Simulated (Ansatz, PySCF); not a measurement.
C2H6N2Si, SMILES C#C[SiH](N)N.

Coordinates come from a r2SCAN-D4/def2-SVP optimisation. The structure was generated by enumeration, and PubChem lists no compound with its InChIKey, so it may never have been made. Other conformers were not sampled.

Vertical ionisation energy (IE) and electron affinity (EA) in eV. Rows of orbital energies are one-electron estimates. Where ΔSCF, EOM or ADC give a negative EA the extra electron is unbound and the value depends on the basis.

```
level                                                                  IE     EA
-------------------------------------------------------------------  ----  -----
−ε(HOMO), −ε(LUMO), CAM-B3LYP/def2-TZVP (PySCF)                      8.87  -1.15
−ε(HOMO), −ε(LUMO), PBE/def2-TZVP (PySCF)                             [?]    [?]
ΔSCF, PBE0/def2-SVPD (Ansatz), final states of multiplicity 2 and 2  9.41  -1.49
ΔSCF, PBE/def2-SVPD (Ansatz), final states of multiplicity 2 and 2   8.94  -1.26
```

Q: Complete the blanks. (Estimate from the structure and the level; the computed values follow.)

A: 
- −ε(HOMO), −ε(LUMO), PBE/def2-TZVP (PySCF), IE: 6.03
- −ε(HOMO), −ε(LUMO), PBE/def2-TZVP (PySCF), EA: 0.86

Q: What vertical singlet–triplet gap does ΔSCF give with PBE0/def2-SVPD (Ansatz, a quantum-chemistry and plane-wave program) and with PBE/def2-SVPD (Ansatz)? (An estimate is asked for; the answer gives what the named calculation found.)

A: 4.98 and 4.95 eV (triplet above singlet where positive).
